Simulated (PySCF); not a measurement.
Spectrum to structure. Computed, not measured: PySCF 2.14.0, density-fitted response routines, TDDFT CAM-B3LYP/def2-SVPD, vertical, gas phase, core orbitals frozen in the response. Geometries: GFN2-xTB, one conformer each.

| state | E (eV) | λ (nm) | f |
| --- | --- | --- | --- |
| S1 | 4.61 | 269.1 | 0.272 |
| S2 | 5.41 | 229.1 | 0.101 |
| S3 | 5.88 | 210.9 | 0.0003 |
| S4 | 6.20 | 200.1 | 0.0069 |
| S5 | 6.48 | 191.3 | 0.0005 |
| S6 | 6.75 | 183.7 | 0.0003 |
| S7 | 6.78 | 182.8 | 0.0009 |
| S8 | 6.86 | 180.7 | 0.132 |

Triplets computed (Tamm–Dancoff): 2.84, 4.27, 4.55 eV.

Question: Which structure fits? All have the formula C6H6S.
A. `C=Cc1cccs1`
B. `Sc1ccccc1`
C. `C=Cc1ccsc1`

Answer: A. Its S1, at 4.61 eV, is the lowest among the candidates; the nearest of the others has S1 at 5.07 eV. S1 is HOMO→LUMO (95%). Löwdin shares by element: HOMO carbon 67% or more (atoms not listed hold the other 33%); LUMO carbon 44% or more, sulfur 14% (atoms not listed hold the other 42%). At the same level the other candidates give, for their lowest levels:
- `Sc1ccccc1`: 5.07 eV (f 0.011); 5.18 eV (f 0.002); 5.52 eV (f 0.222); 5.99 eV (f 0.020); 6.56 eV (f 0.172); T1 3.91 eV; HOMO -7.60, LUMO 0.62 eV
- `C=Cc1ccsc1`: 5.39 eV (f 0.309); 5.55 eV (f 0.088); 5.93 eV (f 0.238); 6.01 eV (f 0.001); 6.41 eV (f 0.002); T1 3.32 eV; HOMO -7.65, LUMO 0.26 eV

Shape of the structure used: `[CH2:1]=[CH:2][c:3]1[cH:4][cH:5][cH:6][s:7]1`: C1–C2–C3–C4 180°.
